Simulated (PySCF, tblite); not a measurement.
Compound: C5H11BF2.
SMILES with atom numbers: `[CH3:1][CH2:2][CH2:3][CH2:4][CH2:5][B:6]([F:7])[F:8]` (hydrogens: H9, H10, H11 on C1; H12, H13 on C2; H14, H15 on C3; H16, H17 on C4; H18, H19 on C5)

Computed with GFN2-xTB (tblite), gas phase: nudged elastic band of 9 images (0 to 8), spring 0.2 eV/Å², climbing image at the end, force threshold 0.05 eV/Å. The top image wasn't refined or checked by frequencies; at this threshold it can lie a kcal/mol or more above the true saddle point of the method.

Path: rotation about C2–C3 (chain CH2 carbon, chain CH2 carbon), followed by the dihedral C1–C2–C3–C4.

Image 0 (start, dihedral 178°):
```
atom  x, y, z in Å
C1     -3.026   -0.338   -0.496
C2     -1.736    0.048    0.218
C3     -0.508   -0.216   -0.649
C4      0.784    0.221    0.037
C5      2.012   -0.029   -0.847
B6      3.388    0.415   -0.219
F7      3.524    0.885    1.004
F8      4.525    0.343   -0.885
H9     -3.016   -1.394   -0.760
H10    -3.143    0.240   -1.410
H11    -3.887   -0.151    0.140
H12    -1.771    1.108    0.478
H13    -1.650   -0.518    1.148
H14    -0.455   -1.282   -0.882
H15    -0.613    0.323   -1.594
H16     0.900   -0.318    0.979
H17     0.723    1.284    0.276
H18     1.874    0.481   -1.806
H19     2.063   -1.093   -1.097
```

Image 8 (end, +0.021 eV, dihedral -67°):
```
atom  x, y, z in Å
C1     -2.404   -0.804    0.182
C2     -1.931    0.564   -0.296
C3     -0.594    0.511   -1.037
C4      0.576    0.129   -0.133
C5      1.912    0.156   -0.885
B6      3.159   -0.272   -0.021
F7      3.082   -0.686    1.228
F8      4.391   -0.256   -0.494
H9     -1.740   -1.202    0.945
H10    -2.436   -1.506   -0.648
H11    -3.402   -0.731    0.607
H12    -2.684    0.982   -0.969
H13    -1.842    1.237    0.560
H14    -0.667   -0.207   -1.857
H15    -0.396    1.492   -1.475
H16     0.421   -0.872    0.270
H17     0.623    0.821    0.711
H18     2.078    1.156   -1.296
H19     1.844   -0.502   -1.757
```

Question: What do the highest image and its neighbours look like?

Answer: 
Image 1: +0.014 eV, dihedral -167°
```
atom  x, y, z in Å
C1     -3.008   -0.454   -0.431
C2     -1.747    0.162    0.161
C3     -0.522   -0.097   -0.715
C4      0.776    0.225    0.022
C5      2.011   -0.003   -0.857
B6      3.392    0.327   -0.171
F7      3.531    0.673    1.092
F8      4.534    0.267   -0.831
H9     -2.884   -1.530   -0.536
H10    -3.217   -0.034   -1.413
H11    -3.865   -0.268    0.213
H12    -1.881    1.240    0.279
H13    -1.575   -0.257    1.155
H14    -0.510   -1.145   -1.025
H15    -0.589    0.511   -1.618
H16     0.850   -0.402    0.912
H17     0.749    1.263    0.356
H18     1.915    0.580   -1.777
H19     2.029   -1.049   -1.181
```

Image 2: +0.050 eV, dihedral -152°
```
atom  x, y, z in Å
C1     -2.966   -0.554   -0.364
C2     -1.766    0.260    0.104
C3     -0.531    0.016   -0.769
C4      0.763    0.226    0.011
C5      2.004    0.015   -0.864
B6      3.384    0.239   -0.136
F7      3.514    0.488    1.151
F8      4.534    0.181   -0.781
H9     -2.730   -1.616   -0.330
H10    -3.235   -0.293   -1.384
H11    -3.826   -0.375    0.278
H12    -2.014    1.323    0.093
H13    -1.536   -0.010    1.137
H14    -0.551   -1.006   -1.155
H15    -0.552    0.688   -1.628
H16     0.795   -0.471    0.850
H17     0.773    1.236    0.426
H18     1.946    0.667   -1.740
H19     1.986   -1.004   -1.265
```

Image 3: +0.088 eV, dihedral -137°
```
atom  x, y, z in Å
C1     -2.901   -0.642   -0.287
C2     -1.790    0.347    0.042
C3     -0.541    0.123   -0.822
C4      0.743    0.222   -0.002
C5      1.992    0.030   -0.870
B6      3.363    0.152   -0.104
F7      3.475    0.305    1.200
F8      4.524    0.099   -0.731
H9     -2.553   -1.660   -0.126
H10    -3.210   -0.542   -1.325
H11    -3.768   -0.472    0.349
H12    -2.155    1.367   -0.095
H13    -1.523    0.238    1.095
H14    -0.586   -0.864   -1.287
H15    -0.511    0.858   -1.628
H16     0.730   -0.539    0.780
H17     0.783    1.196    0.489
H18     1.973    0.748   -1.695
H19     1.945   -0.955   -1.347
```

Image 4 (top): +0.107 eV, dihedral -122°
```
atom  x, y, z in Å
C1     -2.816   -0.714   -0.203
C2     -1.817    0.422   -0.024
C3     -0.551    0.224   -0.874
C4      0.715    0.210   -0.019
C5      1.975    0.043   -0.875
B6      3.332    0.065   -0.075
F7      3.419    0.123    1.239
F8      4.505    0.020   -0.680
H9     -2.360   -1.661    0.075
H10    -3.143   -0.777   -1.239
H11    -3.692   -0.557    0.423
H12    -2.295    1.369   -0.284
H13    -1.536    0.481    1.029
H14    -0.616   -0.719   -1.420
H15    -0.471    1.021   -1.615
H16     0.657   -0.607    0.702
H17     0.778    1.143    0.545
H18     1.996    0.823   -1.643
H19     1.908   -0.900   -1.427
```

Image 5: +0.096 eV, dihedral -108°
```
atom  x, y, z in Å
C1     -2.714   -0.768   -0.114
C2     -1.845    0.483   -0.093
C3     -0.561    0.318   -0.922
C4      0.679    0.194   -0.040
C5      1.955    0.057   -0.879
B6      3.292   -0.020   -0.049
F7      3.347   -0.058    1.267
F8      4.477   -0.054   -0.629
H9     -2.159   -1.620    0.271
H10    -3.033   -0.993   -1.130
H11    -3.602   -0.628    0.499
H12    -2.424    1.329   -0.470
H13    -1.574    0.711    0.940
H14    -0.640   -0.574   -1.549
H15    -0.436    1.172   -1.589
H16     0.580   -0.673    0.615
H17     0.758    1.078    0.596
H18     2.015    0.893   -1.583
H19     1.875   -0.838   -1.506
```

Image 6: +0.062 eV, dihedral -93°
```
atom  x, y, z in Å
C1     -2.600   -0.802   -0.022
C2     -1.873    0.530   -0.164
C3     -0.573    0.402   -0.966
C4      0.639    0.174   -0.065
C5      1.932    0.072   -0.882
B6      3.244   -0.103   -0.028
F7      3.262   -0.243    1.282
F8      4.444   -0.124   -0.579
H9     -1.960   -1.534    0.463
H10    -2.886   -1.185   -1.000
H11    -3.503   -0.684    0.574
H12    -2.536    1.250   -0.647
H13    -1.637    0.918    0.828
H14    -0.655   -0.430   -1.670
H15    -0.411    1.309   -1.551
H16     0.503   -0.739    0.515
H17     0.723    1.002    0.642
H18     2.030    0.961   -1.513
H19     1.847   -0.766   -1.582
```

The largest changes of bonds and angles from start to top: C2–C3 1.527 → 1.538 Å, C2–C3–H15 109.2 → 110.0°, C4–C3–H14 109.5 → 108.8°, C1–C2–H13 109.6 → 108.8°. GFN2-xTB torsional profiles can miss by a kcal/mol or more and can put conformers in the wrong order.

Question: What do single points at PBE0/pcSseg-1 (PySCF, no dispersion term) give on some images?

Answer: 
| image | GFN2-xTB E (eV) | DFT E (eV) | HOMO (eV) | LUMO (eV) | dipole (D) |
| --- | --- | --- | --- | --- | --- |
| 0 | 0.000 | 0.000 | -8.91 | 0.43 | 1.83 |
| 2 | 0.050 | 0.062 | -8.88 | 0.43 | 1.83 |
| 4 | 0.107 | 0.138 | -8.86 | 0.42 | 1.84 |
| 6 | 0.062 | 0.087 | -8.87 | 0.42 | 1.85 |
| 8 | 0.021 | 0.030 | -8.88 | 0.42 | 1.86 |

Energies count from image 0 at each level. At the GFN2-xTB top the DFT energy is 3.2 kcal/mol against 2.5; the geometries weren't optimised at the DFT level.

What follows is the cost of the whole band run. Hardware: one thread, Intel Xeon Platinum 8488C (x86_64) (shared host). Cost: 2.1 s, 0.18 GiB resident at most.
